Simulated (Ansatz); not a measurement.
(HMg-mu-Br)2 (Mg₂H₂Br₂): single points at one geometry.

```yaml
crystal:
  periodic: [false, false, false]
  atoms:
    - {symbol: Mg, position_ang: [-1.050371, -0.061092, 1.400159]}
    - {symbol: H, position_ang: [-2.061230, -0.116529, 2.761749]}
    - {symbol: Br, position_ang: [0.641167, -1.730493, 0.405423]}
    - {symbol: Mg, position_ang: [1.050212, 0.061104, -1.400277]}
    - {symbol: H, position_ang: [2.073406, 0.123186, -2.752328]}
    - {symbol: Br, position_ang: [-0.653194, 1.723834, -0.414736]}
basis:
  gaussian: {orbitals: 6-31G}
hamiltonian: {xc: hf}
scf: {omitted_lower_state_checks: [starts]}
output: {orbitals: {seedname: orbitals}}
```

The file start.molden holds the orbitals of an earlier run on this structure, at another level or in another basis.

```sh
$ ansatz run in.yaml --threads 4 --pin off --events-out ev --progress --plain --max-ram 3916MiB
```

Output, abridged:

```
Functional definition: HF
846 factors; integrals over basis functions are off by at most 2.6e-4 eV
mean field evaluation 1: about -150875.4189 eV, gradient 1.3e1 eV
mean field evaluation 2: about -150875.5292 eV, gradient 1.3e1 eV
mean field evaluation 4: about -150876.4835 eV, gradient 1.7e0 eV
mean field evaluation 8: about -150876.4944 eV, gradient 8.9e-4 eV
mean field -150876.49438278 eV, -5544.6089008061 hartree, gradient 1.1e-5 eV, S^2 0.000000; 0 other end points of the search recorded, 0 dependent functions left out
reference -150876.49438278 eV, -5544.6089008061 hartree; 48, 48 occupied and 40, 40 virtual orbitals, 846 factors
Total energy: -150876.49438278 eV, -5544.6089008061 hartree
Checks for a lower state left out: starts
```

Hardware: 4 threads of Arm Neoverse V2 on a shared host. Wall time 0.6 s.

The first input with `gaussian: {orbitals: STO-3G}` (abridged; 0.2 s):

```
Functional definition: HF
mean field -149252.43168606 eV, -5484.9256975311 hartree, gradient 4.2e-6 eV, S^2 0.000000
Total energy: -149252.43168606 eV, -5484.9256975311 hartree
Checks for a lower state left out: starts
```

First input, but with `gaussian: {orbitals: def2-TZVP, initial_orbitals: start.molden}`, `hamiltonian: {xc: pbe0, dispersion: d4}`, `output: {forces: true, orbitals: {seedname: orbitals}}` (abridged; 4.3 s):

```
Functional definition: PBE0
mean field -150996.68716139 eV, -5549.0259039507 hartree, gradient 1.6e-5 eV, S^2 0.000000
Total energy: -150996.82803825 eV, -5549.0310810795 hartree
Atom 0 force     0.127895     0.006368    -0.174339 eV/Å
Atom 1 force     0.042488     0.002230    -0.057625 eV/Å
Atom 2 force    -0.105080     0.288239    -0.066112 eV/Å
Atom 3 force    -0.132123    -0.009112     0.171084 eV/Å
Atom 4 force    -0.043120    -0.002452     0.057092 eV/Å
Atom 5 force     0.109941    -0.285273     0.069899 eV/Å
Dipole moment:    -0.001825    -0.000871    -0.001404 e Å
Checks for a lower state left out: starts
```

As the first input, with `gaussian: {orbitals: def2-TZVP, initial_orbitals: start.molden}`, `hamiltonian: {xc: {name: BHLYP}, dispersion: d4}` (abridged; 3.3 s):

```
Functional definition: BHLYP
mean field -151018.42925359 eV, -5549.8249111016 hartree, gradient 1.7e-5 eV, S^2 0.000000
Total energy: -151018.69374736 eV, -5549.8346310683 hartree
Checks for a lower state left out: starts
```

First input, but with `gaussian: {orbitals: def2-SVP, initial_orbitals: start.molden}`, `hamiltonian: {xc: pbe, dispersion: d4}` (abridged; 1.1 s):

```
Functional definition: PBE
mean field -150969.72059087 eV, -5548.0349007626 hartree, gradient 2.0e-5 eV, S^2 0.000000
Total energy: -150969.88198940 eV, -5548.0408320492 hartree
Checks for a lower state left out: starts
```

First input, but with `gaussian: {orbitals: def2-TZVP, initial_orbitals: start.molden}`, `correlation: {method: ccsd_t}` and without the key `hamiltonian` (abridged; 96 s):

```
Functional definition: HF
mean field -150897.95075438 eV, -5545.3974079188 hartree, gradient 6.0e-6 eV, S^2 0.000000
20 core orbitals not correlated: weight in the atoms' cores, before any rotation towards them, 1.000 or more for the frozen orbitals, at most 0.000 for the correlated occupied ones
second order -25.92513331 eV of doubles, -0.00000000 eV of singles
cycle   1  -26.34835419 eV  change   -4.2e-1 eV  update   8.0e-2
cycle   2  -26.86129674 eV  change   -5.1e-1 eV  update   2.4e-2
cycle   3  -26.88303178 eV  change   -2.2e-2 eV  update   1.0e-2
cycle   4  -26.86945028 eV  change    1.4e-2 eV  update   3.6e-3
cycle   5  -26.87144173 eV  change   -2.0e-3 eV  update   1.1e-3
cycle   6  -26.87114741 eV  change    2.9e-4 eV  update   3.2e-4
cycle   7  -26.87101507 eV  change    1.3e-4 eV  update   9.7e-5
cycle   8  -26.87104692 eV  change   -3.2e-5 eV  update   3.4e-5
perturbative correction -0.63750531 eV, -0.0234278881 hartree
Total energy: -150925.45930661 eV, -5546.4083285673 hartree
Checks for a lower state left out: starts
```

First input, but with `hamiltonian: {xc: {name: B3LYP}, dispersion: d4}` (abridged; 1.3 s):

```
Functional definition: B3LYP
mean field -150999.82812991 eV, -5549.1413324147 hartree, gradient 1.0e-5 eV, S^2 0.000000
Total energy: -151000.09429269 eV, -5549.1511137165 hartree
Checks for a lower state left out: starts
```

Geometry: PBE-D4/def2-SVP.

The 6-31G sets use Cartesian d functions. B3LYP takes the VWN-RPA correlation. Correlated methods freeze 20 core orbitals; core or outer-core shells of Mg, Br are correlated, in sets that lack core-valence functions.
